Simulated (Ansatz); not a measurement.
Consider the substitution at a C–C bond: `C=C(C)C(N)=O` + `CC[SeH]` → `CC[Se]C` + `C=CC(N)=O`.

Isolated molecules relaxed with PBE0-D4/def2-TZVP in Ansatz; ΔE leaves out vibrations. CBS: MP2 limit from def2 TZ/QZ plus the TZ coupled-cluster correction, frozen cores. DFT in def2-TZVPP. B3LYP here is the variant with VWN-RPA as its local correlation; programs differ in this. HSE06 is defined as in plane-wave codes. For Se outer-core shells are correlated without core-valence functions, which leaves a few kJ/mol of doubt a bond. Scalar relativity is left out up to krypton. One conformer a species, not always the lowest.

```csv
level,ΔE (kJ/mol),difference from CCSD(T)/CBS
LDA (SPW92),24.3,12.2
PBE-D4,13.3,1.2
revPBE-D4,13.1,1.0
BLYP-D4,10.6,-1.5
r2SCAN-D4,14.2,2.1
B97M-V,16.7,4.6
PBE0-D4,14.6,2.5
B3LYP-D4,12.0,-0.1
r2SCANh-D4,14.5,2.4
r2SCAN0-D4,14.9,2.8
HSE06-D4,14.3,2.2
BHLYP-D4,12.8,0.7
CAM-B3LYP-D4,15.0,2.9
ωB97X-V,13.8,1.7
ωB97M-V,13.9,1.8
B2PLYP,10.6,-1.5
PBE-QIDH,14.1,2.0
PBE,11.7,-0.4
revPBE,7.6,-4.5
BLYP,7.3,-4.8
r2SCAN,13.7,1.6
PBE0,13.2,1.1
B3LYP,9.8,-2.3
r2SCANh,13.9,1.8
r2SCAN0,14.4,2.3
HSE06,13.1,1.0
BHLYP,11.8,-0.3
CAM-B3LYP,13.7,1.6
LC-ωPBE,14.9,2.8
RPA@PBE/def2-TZVPP,12.6,0.5
HF/def2-SVP,20.7,8.6
CCSD/def2-SVP,30.4,18.3
CCSD(T)/def2-SVP,31.1,19.0
HF/def2-TZVPP,9.5,-2.6
MP2/def2-TZVPP,12.6,0.5
CCSD/def2-TZVPP,13.3,1.2
HF/def2-QZVPP,9.3,-2.8
MP2/def2-QZVPP,11.7,-0.4
SCS-MP2/def2-QZVPP,10.5,-1.6
CCSD/CBS(def2),11.9,-0.2
CCSD(T)/CBS,12.1,0
```

Largest T1 diagnostic among the species: 0.015.

Leaving LDA and LC-ωPBE aside and taking each functional with its dispersion term where it has one, the values spread over 6.1 kJ/mol, from B2PLYP to B97M-V. LDA lies +12.6 kJ/mol from PBE without D4. In def2-TZVPP, CCSD(T) changes the Hartree–Fock value by +3.9 kJ/mol (the triples alone add +0.2 kJ/mol) and MP2 by +3.1 kJ/mol.
